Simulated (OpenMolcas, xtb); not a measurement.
How methods differ on CH2FNSi (SMILES FC1=N[SiH2]1)

CH2FNSi: 6 atoms, total charge 0, spin state singlet. SMILES: `FC1=N[SiH2]1`. The coordinates come from a PBE0-D4/def2-TZVP relaxation.

Quantity: the vertical electron affinity (to the doublet anion), in eV. The values are calculated.

The electron affinity is E(neutral) − E(anion): positive where the electron is bound.

```tsv
level	kind	program	value (eV)
GFN1-xTB	semi-empirical	xtb	4.24
HF/6-311+G**	Hartree–Fock	OpenMolcas	-0.95
SVWN5/6-311+G**	LDA	OpenMolcas	-0.14
BLYP/6-311+G**	GGA	OpenMolcas	-0.36
PBE/6-311+G**	GGA	OpenMolcas	-0.23
TPSS/6-311+G**	meta-GGA	OpenMolcas	-0.34
B3LYP/6-311+G**	global hybrid	OpenMolcas	-0.27
```

Where it was recorded, the anion's HOMO is positive in HF/6-311+G**, SVWN5/6-311+G**, BLYP/6-311+G**, PBE/6-311+G**, TPSS/6-311+G**, B3LYP/6-311+G**: a fault of the level (basis or self-interaction), which says nothing on whether the real anion is bound. The values span -0.95 to 4.24 eV. The xTB values lack the empirical shift that such differences need. Negative values mean that the anion is unbound at that level; they are set by how diffuse the basis is and aren't properties of the molecule, whose anion may well be bound.
